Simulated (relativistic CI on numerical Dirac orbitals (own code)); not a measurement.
Sensitivity of the levels of Xe⁷⁺ to α and to the nuclear radius

These numbers are calculated, not measured: Dirac-Coulomb-Breit CI, orbitals from a KLI potential per configuration, derivatives by finite differences, unscaled Slater integrals, QED left out (own radial code, finite nucleus).

Configuration list (outside the closed core [Kr]): 4d¹⁰5s, 4d¹⁰5p, 4d¹⁰5d, 4d¹⁰4f, 4d¹⁰5f, 4d¹⁰6s, 4d⁹5s4f, 4d⁹5s². Levels of other configurations are missing.

With x = (α/α₀)² − 1 an excitation energy changes as ω = ω₀ + qx; K = 2q/ω₀ is the relative enhancement. Terms are leading LS components, so labels can repeat. The field-shift factor is F = δν/δ⟨r²⟩ for the transition from the lowest level.

Lowest level 4d¹⁰5s ²S1/2.

| Level | ω₀ (cm⁻¹) | q (cm⁻¹) | K | F (GHz/fm²) |
| --- | --- | --- | --- | --- |
| 4d¹⁰5p ²P°1/2 | 111473 | 8256 | 0.148 | -30.7 |
| 4d¹⁰5p ²P°3/2 | 129516 | 28260 | 0.436 | -31.4 |
| 4d¹⁰4f ²F°5/2 | 263462 | 38060 | 0.289 | -31.7 |
| 4d¹⁰4f ²F°7/2 | 263796 | 38250 | 0.29 | -31.7 |
| 4d¹⁰5d ²D3/2 | 304009 | 30310 | 0.199 | -31.2 |
| 4d¹⁰5d ²D5/2 | 306779 | 33100 | 0.216 | -31.1 |
| 4d¹⁰6s ²S1/2 | 386663 | 19330 | 0.1 | -19 |
| 4d⁹5s² ²D5/2 | 441307 | -52930 | -0.24 | 39.8 |
| 4d⁹5s² ²D3/2 | 457370 | -37150 | -0.162 | 40 |
| 4d¹⁰5f ²F°5/2 | 489432 | 33090 | 0.135 | -30.8 |
| 4d¹⁰5f ²F°7/2 | 489819 | 33450 | 0.137 | -30.8 |
| 4d⁹5s4f ⁴P°1/2 | 648954 | -10590 | -0.0326 | 5.68 |
| 4d⁹5s4f ⁴P°3/2 | 651489 | -8730 | -0.0268 | 5.71 |
| 4d⁹5s4f ⁴P°5/2 | 656208 | -5282 | -0.0161 | 5.79 |
| 4d⁹5s4f ²P°1/2 | 663070 | -8388 | -0.0253 | 4.29 |
| 4d⁹5s4f ⁴H°13/2 | 665899 | -11250 | -0.0338 | 5.88 |
| 4d⁹5s4f ²P°3/2 | 668137 | -5185 | -0.0155 | 4.44 |
| 4d⁹5s4f ⁴H°11/2 | 668709 | -9850 | -0.0295 | 5.8 |
| 4d⁹5s4f ⁴H°9/2 | 672022 | -8091 | -0.0241 | 5.72 |
| 4d⁹5s4f ⁴H°7/2 | 677801 | -1935 | -0.00571 | 5.95 |
| 4d⁹5s4f ⁴D°7/2 | 678650 | -11080 | -0.0326 | 5.95 |
| 4d⁹5s4f ⁴F°5/2 | 678994 | -11170 | -0.0329 | 5.86 |
| 4d⁹5s4f ⁴F°3/2 | 679747 | -10920 | -0.0321 | 5.77 |

At this charge configurations can still be misplaced by up to about 7 % of their energy. Levels and lines within the n = 5 or 6 shells can be off by up to 10 % or somewhat more, and those that change n by about 2 %, since core polarisation is missing.
